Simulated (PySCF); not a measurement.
Structure elucidation problem

The spectra below were simulated for a compound C₄H₉PSi₂.

¹H NMR (400 MHz, computed): δ 5.17 (m, 2H), 4.75 (m, 2H), 2.06 (s, 1H), 1.84 (m, 1H), 1.53 (s, 3H).

¹³C{¹H} NMR (computed): δ 93.8 (C), 78.9 (CH), 25.9 (CH3), 18.4 (C).

PySCF calculation with PBE0/pcSseg-1 with gauge-including orbitals and GFN2-xTB structure; relativity neglected, a single conformation, averaged over atoms made equivalent by symmetry, fast rotation or ring inversion, isolated molecule.

References, each an isolated molecule treated in the same way: ¹H (σref 31.72) and ¹³C (σref 186.93) against TMS.

Problem. Which candidate is it?
A. C#C/C(=C\[SiH3])[SiH2]P
B. C#C[SiH2]/C=C\[SiH2]P
C. C#CC1(C)[SiH2]P[SiH2]1
D. C#C[SiH2][Si@@H](P)C=C
E. C=C[Si@H](P)C#C[SiH3]
F. C#C[SiH2]/C=C/[SiH2]P

Solution. C. 

- 4 carbon signals for 4 carbons: no two carbons are equivalent.
- Carbon types of the structure: 2 × C, 1 × CH, 1 × CH3, leaving 5 H on heteroatoms.
- δC 93.8: alkyne carbon; sp carbons lie upfield of alkene carbons because the cylindrical π system leaves one tensor component strongly shielded.
- δC 78.9: terminal alkyne carbon; the triple bond shields along its axis, which puts it between sp3 and sp2 carbons.
- δC 25.9: methyl carbon; aliphatic region, no heteroatom directly attached.
- δH 2.06: hydrogen on a terminal alkyne carbon; it lies on the axis of the triple bond, in its shielding cone.
- δH 1.84: hydrogen on a phosphorus bonded to 2 Si, in a 4-membered ring.

The others: C#C/C(=C\[SiH3])[SiH2]P has carbons computed at 158.1, 152.8, 102.2, 86.9, with a different DEPT pattern; C#C[SiH2][Si@@H](P)C=C would give 8 signals for carbon-bound and other non-exchanging H, not 5; C#C[SiH2]/C=C\[SiH2]P would give 6 signals for carbon-bound and other non-exchanging H, not 5; C#C[SiH2]/C=C/[SiH2]P would give 6 signals for carbon-bound and other non-exchanging H, not 5; C=C[Si@H](P)C#C[SiH3] would give 6 signals for carbon-bound and other non-exchanging H, not 5.

Splittings by ³¹P in the carbon and heteronuclear signals aren't shown, as no couplings were computed. Shifts are as computed. Against solution values, carbons near 30 ppm lie about +3 ppm off and those near 130 ppm about +5 ppm. Of 1211 compounds with measured shifts, 218 miss one by over three times the rms of a fit or turn the order of signals round; such compounds aren't used in these exercises. No couplings were computed; multiplicities are counted from neighbouring protons, with m where these are inequivalent, close in shift, in a saturated or five-membered ring or joined by F or P, and br s for small geminal =CH2 splittings.
